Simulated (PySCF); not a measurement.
CH₈O₂Si₂, SMILES O[Si]([SiH3])(C)O.

The structure is a stationary point at r2SCAN-D4/def2-SVP. The structure was generated by enumeration, and PubChem lists no compound with its InChIKey, so it may never have been made. Other conformers were not sampled.

The numbers are results of PySCF with CAM-B3LYP/def2-TZVP, not measurements.

| Property | Value |
|---|---|
| total energy | -772.50228 hartree |
| highest occupied level | -8.89 eV |
| lowest empty level | 1.18 eV |
| orbital gap | 10.06 eV |
| dipole moment | 2.60 D |
| quadrupole, principal values (traceless, Buckingham form, about the centre of nuclear charge) | -4.08, 1.42, 2.66 D·Å |
| mean static polarisability | 72.7 bohr³ (10.78 Å³) |
| polarisability, principal values | 66.2, 69.4, 82.5 bohr³ |
